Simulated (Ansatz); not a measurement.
Stepwise reaction of `C[SiH](Br)Br` with hydrogen chloride, as a gas-phase model of exchange steps in deposition or etching. ΔE in kJ/mol; ΔG adds harmonic PBE0-D4 terms to CCSD(T)/CBS, at 1 bar.

Isolated molecules relaxed with PBE0-D4/def2-TZVP in Ansatz; ΔE leaves out vibrations. CCSD(T)/CBS is the MP2 limit (def2-TZVPP, def2-QZVPP) plus CCSD(T) − MP2 in def2-TZVPP, frozen cores. This one scheme is used for every species. DFT in def2-TZVPP. B3LYP here is the variant with VWN-RPA as its local correlation; programs differ in this. For Br outer-core shells are correlated without core-valence functions, which leaves a few kJ/mol of doubt a bond. Scalar relativity is left out up to krypton.

| step | reaction | PBE-D4 | B3LYP-D4 | ωB97M-V | CCSD(T)/CBS | ΔG(500 K) |
| --- | --- | --- | --- | --- | --- | --- |
| 2 | `C[SiH](Cl)Br` + HCl → `C[SiH](Cl)Cl` + HBr | -3.8 | -5.7 | -5.5 | -2.1 | -3.3 |

Q: Give the row of step 1, `C[SiH](Br)Br` + HCl → `C[SiH](Cl)Br` + HBr. (An estimate is asked.)

A: Computed: 
| step | reaction | PBE-D4 | B3LYP-D4 | ωB97M-V | CCSD(T)/CBS | ΔG(500 K) |
| --- | --- | --- | --- | --- | --- | --- |
| 1 | `C[SiH](Br)Br` + HCl → `C[SiH](Cl)Br` + HBr | -3.2 | -5.0 | -5.0 | -1.6 | -2.9 |

Q: By hand: ΔE of the 2 steps together at CCSD(T)/CBS.

A: (-1.6) + (-2.1) = -3.7 kJ/mol, or -1.9 kJ/mol a step.

In ΔE the steps differ by no more than 0.5 kJ/mol. ΔG lies between -3.3 and -2.9 kJ/mol a step. PBE-D4 differs from CCSD(T)/CBS by -1.7 to -1.6 kJ/mol a step. Isolated molecules leave out the surface, adducts and barriers. Largest T1 diagnostic: 0.009.
